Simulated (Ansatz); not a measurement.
This geometry of CH5AlN2O (10 atoms, charge 0, multiplicity 1) is a first-order saddle point.

Method: RKS B3LYP-D4/def2-SVP in Ansatz 0.2.0.

```xyz
10
Properties=species:S:1:pos:R:3
N 0.317 -0.849 1.426
C 0.260 -0.960 0.115
O 0.556 -2.183 -0.178
N -0.042 -0.025 -0.841
Al -0.475 1.723 -0.653
H 0.130 -0.006 1.961
H 0.620 -2.111 1.119
H 0.004 -0.446 -1.767
H -0.521 2.301 0.812
H -0.766 2.503 -1.990
```

Which two structures does it join? (They come from a converged band through this point; their orientation in space is the band's.)

Bonds broken: O3–H7. Bonds formed: N1–H7.

Initial state:

```xyz
10
Properties=species:S:1:pos:R:3
N 0.343 -0.713 1.586
C 0.254 -0.902 0.330
O 0.492 -2.137 -0.176
N -0.065 -0.009 -0.688
Al -0.472 1.748 -0.634
H 0.144 0.251 1.856
H 0.705 -2.694 0.590
H -0.051 -0.478 -1.592
H -0.493 2.477 0.764
H -0.776 2.406 -2.035
```

Final state:

```xyz
10
Properties=species:S:1:pos:R:3
N 0.422 -0.876 1.254
C 0.284 -1.156 -0.082
O 0.491 -2.263 -0.543
N -0.086 -0.068 -0.887
Al -0.433 1.669 -0.565
H 0.109 -0.007 1.667
H 0.593 -1.664 1.864
H -0.131 -0.405 -1.848
H -0.391 2.136 0.946
H -0.774 2.582 -1.804
```

How far does it lie above each of them?

1.24 eV above the first and 1.99 eV above the second. This is the barrier of this one path; another mechanism may lie lower. The orbitals stay closed-shell, which can raise the energy where a bond breaks towards radicals; this wasn't checked here.

Run time: 2.1 min on 2 threads of Intel(R) Xeon(R) 6975P-C (Granite Rapids) (shared host), peak memory 0.24 GiB.
